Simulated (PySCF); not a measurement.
Computed shifts of a molecule C2H9NSi3, PBE/pcSseg-1 run with PySCF, GIAO, gas phase, atoms alike by connectivity averaged where their shifts nearly agree, in ppm (number of nuclei): ²⁹Si: -23.4 (1), -86.4 (1), -93.4 (1). ¹³C: 211.3 (1), 42.5 (1). ¹⁵N: 442.0 (1). ¹H: 5.67 (2), 4.56 (3), 3.69 (2), 3.07 (2). References: ²⁹Si against TMS (σ = 335.4 ppm); ¹³C against TMS (σ = 182.0 ppm); ¹⁵N against NH3 (σ = 267.0 ppm); ¹H against TMS (σ = 31.49 ppm), references at their B3LYP-D3(BJ)/def2-TZVP geometries, non-relativistic. Geometry: PBE0-D3(BJ)/def2-SVP. One conformer was computed; it need not be the lowest.

Question: Identify the compound among the candidates.
A. [SiH3]C1=N[SiH2][SiH2]C1
B. C[Si@@H]1N=C[Si@@H]1[SiH3]
C. [SiH3]C[Si@@H]1N=C[SiH2]1
D. [SiH3]C1=N[Si@@H]([SiH3])C1

Answer: A, [SiH3]C1=N[SiH2][SiH2]C1
